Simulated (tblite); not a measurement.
C4H9FOSi2.
Atom-mapped SMILES: `[O:1]=[CH:2][SiH2:3][CH2:4]/[C:5]([SiH3:6])=[CH:7]\[F:8]` (hydrogens: H9 on C2; H10, H11 on Si3; H12, H13 on C4; H14, H15, H16 on Si6; H17 on C7)

Structure optimised with GFN2-xTB, isolated species.

Entries marked ? are missing. Bonds in one row agree within 0.01 Å.

```
      coordinate    value
           O1=C2        ?
          C2–Si3  1.925 Å
          Si3–C4  1.902 Å
           C4–C5  1.499 Å
          C5–Si6        ?
           C5=C7  1.321 Å
           C7–F8        ?
           C2–H9  1.112 Å
Si3–H10, Si3–H11  1.465 Å
  C4–H12, C4–H13  1.091 Å
Si6–H14, Si6–H16  1.458 Å
         Si6–H15  1.475 Å
          C7–H17  1.078 Å
       O1–C2–Si3   125.3°
       C2–Si3–C4        ?
       Si3–C4–C5   109.6°
       C4–C5–Si6   119.5°
        C4–C5–C7        ?
       Si6–C5–C7        ?
        C5–C7–F8   122.4°
```

Task: Estimate the withheld lengths and angles.

Result: 
- O1=C2 = 1.206 Å, drawn double (carbonyl oxygen to carbonyl carbon); 0.18 Å below the sum of covalent radii, 1.39 Å.
- C5–Si6 = 1.891 Å, drawn single (fully substituted alkene carbon to SiH3 silicon); 0.05 Å above the sum of covalent radii, 1.84 Å.
- C7–F8 = 1.362 Å, drawn single (vinylic C–F carbon to vinyl fluorine); 0.06 Å above the sum of covalent radii, 1.30 Å.
- C2–Si3–C4 = 107.2°, at the SiH2 silicon; the outer atoms are 3.080 Å apart.
- C4–C5–C7 = 120.6°, at the fully substituted alkene carbon; the outer atoms are 2.451 Å apart.
- Si6–C5–C7 = 119.9°, at the fully substituted alkene carbon; the outer atoms are 2.795 Å apart.

Radii are Cordero's, carbon taken as 0.76, 0.73 or 0.69 Å for four, three, and two or fewer neighbours.

Its GFN2-xTB frequencies are all real (lowest 30 cm⁻¹). The numbers are those of one conformer (O1–C2–Si3–C4 -9°, C2–Si3–C4–C5 43°, Si3–C4–C5–Si6 -96°). 3 starts were optimised and ended at 0.00, 1.69 and 2.13 kcal/mol (GFN2-xTB); the lowest of these is shown.

The numbers are calculated, not measured.
